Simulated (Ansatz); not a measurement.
Ansatz (a first-principles code) input (B3LYP-D3(BJ)/def2-TZVP):

Ansatz 0.2 input:
```yaml
crystal:
  periodic: [false, false, false]
  atoms:
    - {symbol: Au, position_ang: [-0.64769928, -0.58693254, -0.66745279]}
    - {symbol: Cl, position_ang: [0.67071087, 0.62712865, 0.65726237]}
basis:
  gaussian:
    orbitals: def2-TZVP
hamiltonian:
  xc: b3lyp
  dispersion: d3bj
total_charge: 1
magnetization: {spin_polarized: true, initial_magnetization: 1}
relax: {f_tol: 0.002, max_steps: 150}
```

Output:

```
Functional definition: B3LYP
integrals: 0.02 GiB planned
653 factors; their error is unknown
mean field: 0.27 GiB planned
mean field evaluation 1: about -16203.9620 eV, gradient 3.5e1 eV
mean field evaluation 2: about -16190.8733 eV, gradient 6.8e1 eV
mean field evaluation 4: about -16208.1117 eV, gradient 2.3e0 eV
mean field evaluation 8: about -16208.1381 eV, gradient 1.2e-1 eV
mean field evaluation 16: about -16208.1980 eV, gradient 4.3e-5 eV
mean field evaluation 32: about -16206.6200 eV, gradient 1.2e1 eV
mean field -16208.19801538 eV, -595.6402907542 hartree, gradient 2.6e-6 eV, S^2 0.754638; 2 other end points of the search recorded, 0 dependent functions left out
the calculation of the forces begins
reference -16208.19821510 eV, -595.6402980937 hartree; 18, 17 occupied and 59, 60 virtual orbitals, 653 factors
relax step   1: F+E_penalty+E_count = -16208.27245018 eV  Δ(F+E_penalty+E_count) = +0.000e0 eV  max|allowed force component| = 1.036e-1 eV/Å  Δτ_max = 0.0000 Å  (77 SCF iters, accepted)
these checks for a lower state are left out or cut short: starts, cluster_reference, orbital_swaps, neighbouring_geometries, increment
integrals: 0.02 GiB planned
653 factors; their error is unknown
mean field: 0.27 GiB planned
mean field -16208.19923921 eV, -595.6403357288 hartree, gradient 4.4e-6 eV, S^2 0.754676; 0 other end points of the search recorded, 0 dependent functions left out
the calculation of the forces begins
reference -16208.19943913 eV, -595.6403430757 hartree; 18, 17 occupied and 59, 60 virtual orbitals, 653 factors
relax step   2: F+E_penalty+E_count = -16208.27363845 eV  Δ(F+E_penalty+E_count) = -1.188e-3 eV  max|allowed force component| = 3.025e-2 eV/Å  Δτ_max = 0.0053 Å  (55 SCF iters, accepted)
these checks for a lower state are left out or cut short: starts, cluster_reference, orbital_swaps, neighbouring_geometries, increment
integrals: 0.02 GiB planned
653 factors; their error is unknown
mean field: 0.27 GiB planned
mean field -16208.19937085 eV, -595.6403405665 hartree, gradient 1.3e-5 eV, S^2 0.754692; 0 other end points of the search recorded, 0 dependent functions left out
the calculation of the forces begins
reference -16208.19957085 eV, -595.6403479165 hartree; 18, 17 occupied and 59, 60 virtual orbitals, 653 factors
relax step   3: F+E_penalty+E_count = -16208.27375454 eV  Δ(F+E_penalty+E_count) = -1.161e-4 eV  max|allowed force component| = 1.578e-4 eV/Å  Δτ_max = 0.0023 Å  (57 SCF iters, accepted)
integrals: 0.02 GiB planned
653 factors; their error is unknown
mean field: 0.27 GiB planned
mean field evaluation 64: about -16208.1360 eV, gradient 4.3e-1 eV
mean field -16208.19937085 eV, -595.6403405665 hartree, gradient 1.3e-5 eV, S^2 0.754692; 4 other end points of the search recorded, 0 dependent functions left out
the calculation of the forces begins
reference -16208.19957085 eV, -595.6403479165 hartree; 18, 17 occupied and 59, 60 virtual orbitals, 653 factors
Total energy: -16208.27395455 eV, -595.6430814669 hartree
Atom 0 at    -0.652187    -0.591065    -0.671962 Å, force    -0.000157    -0.000145    -0.000158 eV/Å
Atom 1 at     0.675199     0.631261     0.661771 Å, force     0.000157     0.000145     0.000158 eV/Å
Dipole moment:     0.008072     0.007433     0.008111 e Å
```

The spin state was set by rule; other spins were not relaxed.
